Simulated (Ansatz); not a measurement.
Reaction (isomerisation): `C=CC([SiH3])S` → `C[SiH2]CC=S`

Calculated with Ansatz (gas phase, PBE0-D4/def2-TZVP geometries, no zero-point term in ΔE). CCSD(T)/CBS adds triple-zeta CCSD(T) − MP2 to the extrapolated MP2 energy (def2 sets, frozen cores). DFT in def2-TZVPP. One conformer a species, not always the lowest.

CCSD(T)/CBS gives -59.9 kJ/mol.

**Question.** Another level gave -63.1 kJ/mol. Which?
A. RPA@PBE/def2-TZVPP
B. BLYP-D4/def2-TZVPP
C. r2SCANh-D4/def2-TZVPP
D. HF/def2-TZVPP

**Answer.** B. BLYP-D4 -63.1, r2SCANh-D4 -68.0, RPA@PBE/def2-TZVPP -58.6, HF/def2-TZVPP -52.8 kJ/mol.

Largest T1 diagnostic among the species: 0.015.

In def2-TZVPP, CCSD(T) changes the Hartree–Fock value by −7.9 kJ/mol (the triples alone add −2.5 kJ/mol) and MP2 by −11.6 kJ/mol. From BLYP to BHLYP (50 % exact exchange), in def2-TZVPP and without D4, ΔE moves by +6.9 kJ/mol.

CCSD(T)/CBS has its own doubt, a few kJ/mol and more with outer-core shells, so smaller differences from it don't rank the levels.
